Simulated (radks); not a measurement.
Radial electron density D(r) = 4 pi r^2 rho(r) of an atom or ion with 40 electrons. Method: Dirac Kohn-Sham, PBE, spin-unpolarised, spherical densities, point nucleus; computed with a radial shooting solver on a logarithmic mesh with Libxc functionals.

r (bohr)  D(r) (e/bohr)
0.003883          9.316
0.005056          13.90
0.006637          20.35
0.008642          28.29
0.01125           37.38
0.01477           46.53
0.01923           53.00
0.02504           54.93
0.03287           51.83
0.0428            47.37
0.05574           47.78
0.07316           56.57
0.09526           66.38
0.124             64.95
0.1628            51.00
0.212             42.75
0.2761            48.79
0.3624            50.90
0.4718            34.94
0.6144            17.17
0.8064            12.33
1.05              12.45
1.367             8.654
1.795             3.683
2.337             1.088
3.043            0.2211
3.994           0.02402
5.201          0.001168

What is the nuclear charge?

Answer. Z = 43. The innermost maximum, from 1s, lies near gamma/Z bohr with gamma = sqrt(1 - (Z/c)^2) = 0.949, here 0.0221 bohr (found: 0.0241), and its height grows with Z. The density is that of the technetium ion Tc3+ in [Kr] 4d4; the configuration itself is not fixed sharply by these data, and Z only to a few units. D(r) has 4 maxima, at r = 0.0241, 0.107, 0.329, 0.962 bohr, and minima at 0.0486, 0.212, 0.800 bohr, inside which lie 2.06, 11.09, 29.27 electrons.
